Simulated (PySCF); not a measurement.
C7H8O: full NMR table

```yaml
Formula: C7H8O
SMILES: C=CC#CC(=C)OC
Point_group_of_the_computed_structure: Cs
Degrees_of_unsaturation: 4
Carbon_signals: 7
Proton_signals: 6
```

Numbering as in the mapped SMILES `[CH2:1]=[CH:2][C:3]#[C:4][C:5](=[CH2:6])[O:7][CH3:8]`; H(Xn) means a hydrogen on atom n. Ha(C1) is cis to C3; Ha(C6) is cis to C4; Hb(C1) is trans to C3; Hb(C6) is trans to C4.

Theoretical values (PySCF 2.14): geometry: GFN2-xTB, σ from GIAO-PBE0/pcSseg-1. One averaged value for each set of equivalent atoms, no solvent model, relativity neglected, single conformer.

Shifts are taken against calculated references (same method and geometry level): 1H (σref 31.72), 13C (σref 186.93) against TMS; H2O for 17O (σref 336.08).

| carbon | δC, type | δH (multiplicity) | HMBC from (2–3 bonds) | span of the C tensor (ppm) |
| --- | --- | --- | --- | --- |
| C1 | 136.2, CH2 | Hb(C1) 5.85 (m); Ha(C1) 6.04 (m) | H(C2) | 238 |
| C2 | 124.6, CH | 6.19 (m) | Ha(C1), Hb(C1) | 215 |
| C3 | 94.8, C | – | H(C2), Ha(C1), Hb(C1) | 228 |
| C4 | 98.1, C | – | H(C2), Ha(C6), Hb(C6) | 210 |
| C5 | 154.5, C | – | Ha(C6), Hb(C6), H(C8) | 176 |
| C6 | 97.5, CH2 | Ha(C6) 4.85 (br s); Hb(C6) 4.41 (br s) | – | 174 |
| C8 | 55.9, CH3 | 3.71 (s) | – | 78 |

Other nuclei:
| atoms | nucleus | environment | δ (ppm) | σ (ppm) |
| --- | --- | --- | --- | --- |
| O7 | 17O | ether oxygen | 122.7 | 213.4 |

- Carbon types of the structure: 3 × C, 1 × CH, 2 × CH2, 1 × CH3, which accounts for all hydrogens.
- δC 154.5: alkene carbon bearing oxygen; an sp2 carbon further deshielded by the attached heteroatom.
- δC 136.2: terminal =CH2 carbon; as expected for a trigonal carbon in a double bond.
- δC 124.6: alkene CH; the olefinic region.
- δC 98.1, 94.8: alkyne carbon; sp carbons lie upfield of alkene carbons because the cylindrical π system leaves one tensor component strongly shielded.
- δC 97.5: β carbon of an enol-ether or enamine type C=C; the O or N lone pair pushes π density onto this β carbon and shields it.

Shifts are as computed. Against solution values, carbons near 30 ppm lie about +3 ppm off and those near 130 ppm about +5 ppm. Of 1211 compounds with measured shifts, 218 miss one by over three times the rms of a fit or turn the order of signals round; such compounds aren't used in these exercises. Experimental scales use liquid or dissolved standards, which lie at an offset from isolated H2O (liquid H2O: subtract about 36 ppm). Multiplicities follow the n + 1 count of equivalent neighbours, as no J values were calculated; m marks all less simple cases, F and P coupling included.
